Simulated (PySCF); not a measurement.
Which determinant of KHg lies lowest?

Unrestricted PBE0; K def2-SVP, Hg def2-SVP with ECP60; scalar-relativistic core potentials (PySCF 2.14). Outer shells of the fragments: K 4s1; Hg 5d10 6s2.

Followed along the bond (rough minima from three points):

```tsv
2Ms+1	unpaired	⟨S²⟩ at the start	R at minimum (Å)	Te (eV)
2	σ ↑	0.75	4.11	0.00
4	σ ↑↑, π ↑	3.75	3.70	5.09
2	π ↑	0.75	none in the scan	≤ 1.17
```

Solutions found at the starting distance of 3.320 Å, counted from the lowest of them; the search is not exhaustive and high or unbound solutions are not listed, so other states can lie among these:

```json
{"2Ms+1": "2", "unpaired": "σ ↑", "term": "²Σ⁺", "E (eV)": "0.00", "⟨S²⟩": "0.75", "⟨Lz²⟩": "0.00", "μ (D)": "0.42"}
{"2Ms+1": "2", "unpaired": "π ↑", "term": "²Π", "E (eV)": "1.07", "⟨S²⟩": "0.75", "⟨Lz²⟩": "1.00", "μ (D)": "-5.06"}
{"2Ms+1": "4", "unpaired": "σ ↑↑, π ↑", "term": "⁴Π", "E (eV)": "5.06", "⟨S²⟩": "3.75", "⟨Lz²⟩": "1.01", "μ (D)": "-3.96"}
{"2Ms+1": "4", "unpaired": "σ ↑↑↑", "term": "⁴Σ⁺", "E (eV)": "5.78", "⟨S²⟩": "3.75", "⟨Lz²⟩": "0.00", "μ (D)": "3.83"}
{"2Ms+1": "4", "unpaired": "σ ↑, π ↑↑", "term": "⁴Σ⁻", "E (eV)": "5.81", "⟨S²⟩": "3.75", "⟨Lz²⟩": "0.00", "μ (D)": "-8.06"}
{"2Ms+1": "4", "unpaired": "σ ↑, π ↑↑", "term": "mixed", "E (eV)": "7.37", "⟨S²⟩": "3.75", "⟨Lz²⟩": "2.01", "μ (D)": "1.64"}
{"2Ms+1": "4", "unpaired": "σ ↑, π ↑, δ ↑", "term": "mixed", "E (eV)": "9.69", "⟨S²⟩": "3.75", "⟨Lz²⟩": "3.65", "μ (D)": "-4.78"}
{"2Ms+1": "4", "unpaired": "σ ↑, π ↑, δ ↑", "term": "mixed", "E (eV)": "9.82", "⟨S²⟩": "3.75", "⟨Lz²⟩": "5.00", "μ (D)": "-4.26"}
```

A term symbol is given only where ⟨S²⟩ and ⟨Lz²⟩ are close to those of a pure state; real π, δ and φ orbitals otherwise mix terms. A positive dipole means K(−)Hg(+).

Spin–orbit coupling is left out. Counting both spins, an empty level lies below a filled one in some of these solutions, because spin and occupation are held.
